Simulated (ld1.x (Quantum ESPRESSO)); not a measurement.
## Building the PAW potential for Rh (Z = 45) (PBE, scalar-relativistic).

- Element: rhodium
- Generator: ld1.x (Quantum ESPRESSO) 7.5
- Type: PAW
- Functional: PBE
- Relativity: scalar-relativistic
- Frozen core: [Ar] 3d10 4s2
- Valence charge: 15
- Reference configuration: 4p6 4d8 5s1 5p0
- Partial waves: 5s (bound): rcut 2.05, rcutus 2.70 bohr; 5s channel at 3.7 Ry: rcut 2.05, rcutus 2.70 bohr; 4p (bound): rcut 1.75, rcutus 2.00 bohr; 5p (bound, empty): rcut 1.75, rcutus 2.00 bohr; 4d (bound): rcut 1.20, rcutus 1.60 bohr; 4d channel at 0.05 Ry: rcut 1.20, rcutus 1.60 bohr
- Local potential: all-electron potential smoothed inside 1.90 bohr (lloc = -1)
- Core correction: Bessel-smoothed model core inside 1.15 bohr
- Augmentation charge: BESSEL, radius 1.05 bohr

* Cutoffs needed: 40 Ry and 70 Ry (the cutoffs (Ry, on a coarse ladder) from which the occupation-weighted sum of valence levels, in a spherical-Bessel basis at the reference potential, stays within 10 and 1 mRy of its value at 400 Ry)
* Ghost test: ghost state, extra bound levels that the all-electron valence spectrum of the same l lacks: s at -22.4 eV; a true bound ghost makes a file unfit for plane-wave use (spherical-Bessel basis up to 400 Ry, 20 bohr box)
* Configuration tests: test run stopped at test 4 of 7 (negative rho)
* Lowest eigenvalue of the overlap operator: 0.04 (p channel)
